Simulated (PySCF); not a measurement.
Compound: 4-(aminomethyl)pyridine, C₆H₈N₂.
Cartesian coordinates in Å at the PBE0-D3(BJ)/def2-SVP level; atoms count from 1:
```xyz
16
C6H8N2 angstrom
N     -2.3883    0.0968   -0.5661
C     -1.5247   -0.5133    0.4294
C     -0.0583   -0.1845    0.2750
C      0.7800   -0.9490   -0.5417
C      2.1071   -0.5584   -0.7124
N      2.6392    0.5160   -0.1354
C      1.8463    1.2449    0.6458
C      0.5065    0.9411    0.8816
H     -2.2855    1.1101   -0.5413
H     -2.0970   -0.1876   -1.5000
H     -1.6597   -1.6062    0.3862
H     -1.8657   -0.1981    1.4288
H      0.4047   -1.8483   -1.0385
H      2.7756   -1.1515   -1.3478
H      2.3011    2.1235    1.1188
H     -0.0915    1.5767    1.5412
```

Computed with TDDFT wB97X-D/def2-SVPD, vertical, gas phase, core orbitals frozen in the response in PySCF.

Transition dipole moments from the ground state, in atomic units and in the frame of the coordinates above (overall signs are arbitrary), for the states with f of 0.002 or more among the lowest 9:

```json
{"state": "S1", "E (hartree)": "0.1851", "μx": "0.142", "μy": "-0.106", "μz": "0.168"}
{"state": "S3", "E (hartree)": "0.2044", "μx": "0.050", "μy": "-0.354", "μz": "-0.266"}
{"state": "S4", "E (hartree)": "0.2209", "μx": "0.684", "μy": "0.030", "μz": "0.089"}
{"state": "S5", "E (hartree)": "0.2375", "μx": "-0.591", "μy": "-0.106", "μz": "0.023"}
{"state": "S6", "E (hartree)": "0.2455", "μx": "-0.070", "μy": "0.543", "μz": "0.409"}
{"state": "S8", "E (hartree)": "0.2692", "μx": "1.805", "μy": "0.373", "μz": "-0.219"}
{"state": "S9", "E (hartree)": "0.2713", "μx": "-0.092", "μy": "1.051", "μz": "0.775"}
```

(1) What oscillator strength does each state have?

(2) The point group is Cs. Which irreducible representation does each state belong to?

(3) What angle do the transition dipoles of S5 and S6 make?

(4) What peak molar absorption coefficient would the strongest computed level give as a lone Gaussian band 0.5 eV wide at half height?

Results:

(1) f = (2/3) ΔE |μ|² with ΔE in hartree (27.2114 eV).

```json
{"state": "S1", "|μ|² (au)": "0.059", "|μ| (D)": "0.62", "f": "0.007"}
{"state": "S3", "|μ|² (au)": "0.198", "|μ| (D)": "1.13", "f": "0.027"}
{"state": "S4", "|μ|² (au)": "0.477", "|μ| (D)": "1.76", "f": "0.070"}
{"state": "S5", "|μ|² (au)": "0.360", "|μ| (D)": "1.53", "f": "0.057"}
{"state": "S6", "|μ|² (au)": "0.467", "|μ| (D)": "1.74", "f": "0.076"}
{"state": "S8", "|μ|² (au)": "3.444", "|μ| (D)": "4.72", "f": "0.618"}
{"state": "S9", "|μ|² (au)": "1.714", "|μ| (D)": "3.33", "f": "0.310"}
```

(2) From a totally symmetric ground state, an allowed state transforms like the component of the dipole operator along its μ. Polarised normal to the mirror plane, so A″: S3, S6 and S9. Polarised in the mirror plane, so A′: S1, S4, S5 and S8.

(3) |cos θ| = |μa·μb| / (|μa| |μb|) = 0.02, so θ ≈ 89° (taken between 0 and 90°, since the signs are arbitrary).

(4) ε(max) = 2.175×10⁸ f / FWHM, with the width in cm⁻¹. S8: 2.175×10⁸ × 0.6181 / 4033 ≈ 33000 L mol⁻¹ cm⁻¹.

The vertical ionisation energy (ΔSCF) is 9.38 eV, 1.99 eV above S9.

One conformer stands for the species.
